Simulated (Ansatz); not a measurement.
The cluster Si7⁻ was relaxed with PBE-D4 (def2-SVPD) in Ansatz in these states: charge -1 doublet, charge -1 quartet. The geometries follow in no particular order.

A:

```tsv
atom	x (Å)	y (Å)	z (Å)
Si1	-0.9951	0.3267	0.4662
Si2	-2.6545	0.6371	-1.0953
Si3	1.0720	-0.7978	1.2110
Si4	1.0338	-0.0597	-1.1373
Si5	-0.5615	1.4612	-1.7944
Si6	-0.6623	-0.3255	2.6406
Si7	2.7676	-1.2420	-0.2909
```

B:

```xyz
7

Si   -0.996   -0.640    0.016
Si   -1.367   -1.532   -2.084
Si    0.252    0.795    1.647
Si    1.539   -0.473   -0.349
Si    0.171    0.250   -2.138
Si   -1.906    0.125    2.002
Si    2.307    1.475    0.905
```

Task: Judge from the bond lengths which geometry belongs to which state (an estimate).

Result: A is the charge -1 doublet (Si3–Si4 2.462 Å, Si4–Si7 2.263 Å, Si4–Si5 2.300 Å); B is the charge -1 quartet (Si3–Si4 2.693 Å, Si4–Si7 2.440 Å, Si4–Si5 2.365 Å).

At PBE0-D4/def2-TZVPD a doublet lies 0.79 eV below the charge -1 quartet. These are the stationary points nearest to one start from a short search; other shapes may lie lower in each state.
